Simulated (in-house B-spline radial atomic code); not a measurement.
Response and correlation along the 6-electron series, closed shell [He] 2s2 (2p1/2)2; the second-order energy is extrapolated in partial waves. Computed with an all-electron radial atomic-structure program (B-spline basis): relativistic RPA and second-order many-body perturbation theory on Dirac-Hartree-Fock.

Closed in jj coupling only.

| ion | Z | dipole polarisability (bohr³) | quadrupole polarisability (bohr⁵) | ratio of RPA to uncoupled dipole | second order correlation energy (Eh) | C6 of two such ions (Eh bohr⁶) |
| --- | --- | --- | --- | --- | --- | --- |
| La51+ | 57 | 0.00032664 | 2.7793e-06 | 1.1313 | -0.30835 | 2.9661e-06 |
| Ce52+ | 58 | 0.00029774 | 2.4156e-06 | 1.1263 | -0.30726 | 2.6152e-06 |
| Pr53+ | 59 | ? | ? | ? | ? | ? |
| Nd54+ | 60 | 0.000248 | 1.8367e-06 | 1.1166 | -0.305 | 2.0414e-06 |
| Pm55+ | 61 | 0.00022661 | 1.6065e-06 | 1.1121 | -0.30386 | 1.8072e-06 |
| Sm56+ | 62 | ? | ? | ? | ? | ? |
| Eu57+ | 63 | 0.00018965 | 1.2362e-06 | 1.1034 | -0.30157 | 1.4217e-06 |

(1) Fill in the row of Pr53+.

(2) Fill in the row of Sm56+.

(3) How fast does the dipole polarisability fall along the series?

## Answers

(1) dipole polarisability (bohr³): 0.00027162; quadrupole polarisability (bohr⁵): 2.1041e-06; ratio of RPA to uncoupled dipole: 1.1214; second order correlation energy (Eh): -0.30614; C6 of two such ions (Eh bohr⁶): 2.309e-06.

(2) dipole polarisability (bohr³): 0.00020723; quadrupole polarisability (bohr⁵): 1.4079e-06; ratio of RPA to uncoupled dipole: 1.1076; second order correlation energy (Eh): -0.30271; C6 of two such ions (Eh bohr⁶): 1.6019e-06.

(3) From 0.0003266 to 0.0001896 bohr³; a fit of its logarithm against log Z from Z = 57 to 63 has slope -5.43.
